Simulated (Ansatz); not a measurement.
Steps of a relaxation of `[OH][Mo]([OH])([OH])([OH])([F])[Cl]` with RKS PBE0-D4/def2-TZVP.

```sh
$ ansatz run in.yaml --threads 2 --pin off --events-out ev --progress --plain --max-ram 32768MiB --backend cuda --devices 0, --max-vram 18GiB
```

```yaml
crystal:
  periodic: [false, false, false]
  atoms:
    - {symbol: O, position_ang: [-0.301144, -1.735954, -0.275764]}
    - {symbol: Mo, position_ang: [-0.031780, 0.095657, 0.043294]}
    - {symbol: O, position_ang: [0.449496, -0.151152, 1.844011]}
    - {symbol: O, position_ang: [-1.135537, 0.643823, -1.376245]}
    - {symbol: O, position_ang: [0.926588, 1.689171, -0.035772]}
    - {symbol: F, position_ang: [-1.740698, 0.263813, 0.926077]}
    - {symbol: Cl, position_ang: [2.024364, -0.564201, -1.124286]}
    - {symbol: H, position_ang: [0.414304, -2.221326, -0.740642]}
    - {symbol: H, position_ang: [-0.248345, -0.380544, 2.490693]}
    - {symbol: H, position_ang: [-2.105488, 0.556453, -1.280136]}
    - {symbol: H, position_ang: [1.813540, 1.747260, -0.450630]}
basis:
  gaussian: {orbitals: def2-TZVP}
hamiltonian: {xc: pbe0, dispersion: d4}
relax: {f_tol: 0.005, max_steps: 150}
```

Positions (Å) and forces (eV/Å) along the path, 11 of 13 steps:

```xyz
11
step=1 energy=-25343.3915 eV
O    -0.301   -1.736   -0.276    0.754    0.419   -0.262
Mo   -0.032    0.096    0.043    0.074   -0.055   -0.046
O     0.449   -0.151    1.844   -0.801   -0.032   -0.323
O    -1.136    0.644   -1.376   -0.265   -0.297    0.767
O     0.927    1.689   -0.036    0.282   -0.716   -0.305
F    -1.741    0.264    0.926    0.373   -0.029   -0.192
Cl    2.024   -0.564   -1.124   -0.354    0.133    0.204
H     0.414   -2.221   -0.741   -0.598    0.347    0.373
H    -0.248   -0.381    2.491    0.512    0.188   -0.488
H    -2.105    0.556   -1.280    0.723    0.074   -0.058
H     1.814    1.747   -0.451   -0.699   -0.032    0.330
11
step=2 energy=-25343.4690 eV
O    -0.288   -1.724   -0.279    0.281   -0.045   -0.145
Mo   -0.024    0.085    0.037   -0.018    0.073    0.025
O     0.440   -0.147    1.819   -0.250   -0.056    0.067
O    -1.122    0.635   -1.353   -0.212   -0.067    0.130
O     0.918    1.662   -0.037    0.221   -0.033   -0.115
F    -1.721    0.254    0.914   -0.104    0.004    0.054
Cl    1.993   -0.546   -1.106    0.167   -0.082   -0.102
H     0.412   -2.211   -0.740   -0.240    0.023    0.122
H    -0.256   -0.354    2.458    0.167    0.063   -0.108
H    -2.081    0.562   -1.248    0.195    0.045   -0.045
H     1.794    1.727   -0.445   -0.205    0.073    0.116
11
step=3 energy=-25343.4779 eV
O    -0.280   -1.727   -0.283    0.069    0.066   -0.016
Mo   -0.018    0.081    0.034   -0.019   -0.039    0.002
O     0.432   -0.148    1.816   -0.021   -0.017   -0.059
O    -1.123    0.632   -1.346    0.028   -0.041    0.040
O     0.915    1.662   -0.036    0.063   -0.062   -0.044
F    -1.719    0.246    0.912   -0.095    0.015    0.049
Cl    2.007   -0.561   -1.117    0.036    0.038   -0.008
H     0.405   -2.227   -0.741   -0.044   -0.059    0.006
H    -0.263   -0.337    2.456   -0.004    0.014    0.024
H    -2.079    0.576   -1.236   -0.019    0.020   -0.005
H     1.787    1.746   -0.438    0.007    0.065    0.012
11
step=4 energy=-25343.4582 eV rejected
O    -0.210   -1.755   -0.323   -0.420   -0.218    0.147
Mo   -0.024    0.039    0.028    0.213   -0.139   -0.125
O     0.398   -0.222    1.799    0.229   -0.023    0.103
O    -1.143    0.553   -1.339    0.059    0.066   -0.234
O     0.907    1.616   -0.036   -0.314    0.405    0.238
F    -1.725    0.311    0.930    0.097    0.017   -0.042
Cl    2.017   -0.536   -1.118    0.192   -0.058   -0.113
H     0.434   -2.304   -0.780    0.093    0.088   -0.022
H    -0.270   -0.224    2.490   -0.133    0.005    0.015
H    -2.087    0.681   -1.208   -0.076   -0.013    0.094
H     1.770    1.784   -0.423    0.059   -0.131   -0.061
11
step=7 energy=-25343.4851 eV
O    -0.256   -1.750   -0.301    0.002    0.014    0.008
Mo   -0.012    0.054    0.025    0.002   -0.010   -0.009
O     0.424   -0.194    1.804   -0.007   -0.008   -0.004
O    -1.127    0.584   -1.350    0.000   -0.003    0.004
O     0.900    1.650   -0.029   -0.003    0.000   -0.001
F    -1.710    0.288    0.918   -0.002    0.010    0.005
Cl    2.024   -0.547   -1.123    0.007    0.004   -0.002
H     0.407   -2.281   -0.756    0.005   -0.005   -0.004
H    -0.276   -0.273    2.461   -0.003    0.002    0.001
H    -2.078    0.632   -1.205   -0.001    0.002    0.004
H     1.770    1.780   -0.422   -0.002   -0.005   -0.001
11
step=8 energy=-25343.4857 eV
O    -0.245   -1.758   -0.308    0.002    0.007    0.001
Mo   -0.013    0.046    0.024   -0.003    0.008    0.003
O     0.418   -0.213    1.801    0.000   -0.001   -0.008
O    -1.131    0.566   -1.352    0.006   -0.004    0.004
O     0.893    1.647   -0.026   -0.007   -0.008    0.001
F    -1.705    0.315    0.922    0.008    0.001   -0.003
Cl    2.029   -0.540   -1.124    0.001   -0.004   -0.002
H     0.417   -2.288   -0.763    0.002   -0.002   -0.001
H    -0.280   -0.255    2.464   -0.004    0.002    0.000
H    -2.078    0.648   -1.196   -0.001    0.001    0.004
H     1.762    1.776   -0.421   -0.004   -0.001    0.002
11
step=9 energy=-25343.4848 eV rejected
O    -0.238   -1.759   -0.311   -0.020   -0.059   -0.004
Mo   -0.010    0.042    0.021    0.010   -0.081   -0.022
O     0.413   -0.221    1.797   -0.004   -0.009    0.106
O    -1.132    0.555   -1.349   -0.099    0.033   -0.052
O     0.888    1.644   -0.025    0.006    0.061    0.014
F    -1.697    0.326    0.920   -0.091    0.021    0.044
Cl    2.032   -0.543   -1.126    0.017    0.027   -0.001
H     0.423   -2.291   -0.766    0.011   -0.014   -0.009
H    -0.292   -0.242    2.456    0.042    0.000   -0.024
H    -2.077    0.656   -1.178    0.053   -0.003   -0.021
H     1.755    1.776   -0.418    0.076    0.022   -0.032
11
step=10 energy=-25343.4858 eV
O    -0.242   -1.761   -0.310    0.002    0.002    0.000
Mo   -0.013    0.042    0.023    0.001    0.005    0.000
O     0.416   -0.219    1.800   -0.004   -0.002   -0.001
O    -1.132    0.559   -1.352   -0.003   -0.003    0.004
O     0.889    1.645   -0.025    0.000   -0.003   -0.001
F    -1.703    0.324    0.923    0.003    0.000   -0.002
Cl    2.031   -0.539   -1.124    0.002   -0.001   -0.001
H     0.421   -2.291   -0.766   -0.001   -0.002    0.000
H    -0.282   -0.248    2.463    0.001    0.002    0.000
H    -2.077    0.655   -1.191    0.001    0.002    0.000
H     1.758    1.775   -0.419   -0.002    0.001    0.001
11
step=11 energy=-25343.4859 eV
O    -0.235   -1.766   -0.315    0.005    0.000   -0.002
Mo   -0.013    0.037    0.021   -0.013   -0.004    0.004
O     0.413   -0.231    1.798   -0.015    0.001    0.012
O    -1.136    0.547   -1.353   -0.015    0.004    0.004
O     0.884    1.643   -0.023    0.000    0.001   -0.002
F    -1.699    0.338    0.924    0.002    0.001    0.002
Cl    2.034   -0.537   -1.125   -0.003    0.000    0.001
H     0.427   -2.297   -0.771   -0.001   -0.001    0.000
H    -0.285   -0.233    2.463    0.017    0.000   -0.017
H    -2.077    0.667   -1.184    0.024   -0.003   -0.004
H     1.753    1.774   -0.417    0.000    0.001    0.000
11
step=12 energy=-25343.4859 eV
O    -0.234   -1.768   -0.315   -0.006    0.004    0.003
Mo   -0.014    0.035    0.021    0.009   -0.005   -0.002
O     0.412   -0.233    1.798   -0.011    0.000    0.010
O    -1.135    0.545   -1.353   -0.020    0.000    0.006
O     0.882    1.642   -0.022    0.000    0.000    0.002
F    -1.699    0.341    0.925    0.003    0.000   -0.007
Cl    2.033   -0.537   -1.125    0.001    0.003    0.001
H     0.429   -2.298   -0.771    0.001    0.000   -0.001
H    -0.285   -0.230    2.464    0.011    0.000   -0.008
H    -2.076    0.671   -1.183    0.012   -0.001   -0.005
H     1.751    1.774   -0.416    0.000    0.000    0.000
11
step=13 energy=-25343.4859 eV
O    -0.234   -1.768   -0.316    0.001   -0.001   -0.001
Mo   -0.014    0.034    0.021   -0.001    0.002    0.001
O     0.412   -0.235    1.797    0.001    0.000    0.000
O    -1.136    0.543   -1.354    0.000    0.000   -0.001
O     0.881    1.642   -0.021    0.001    0.000    0.000
F    -1.698    0.343    0.925   -0.001    0.000    0.001
Cl    2.034   -0.536   -1.125   -0.001    0.000    0.000
H     0.428   -2.299   -0.771    0.000    0.000    0.000
H    -0.282   -0.229    2.465    0.000    0.000   -0.001
H    -2.076    0.672   -1.185    0.000    0.000    0.001
H     1.750    1.776   -0.415    0.000    0.000    0.000
```

It took 54 s on 2 threads of an AMD EPYC 7R13 on a shared host and a share of an NVIDIA H100 80 GB, with 0.91 GiB of host memory at the peak.
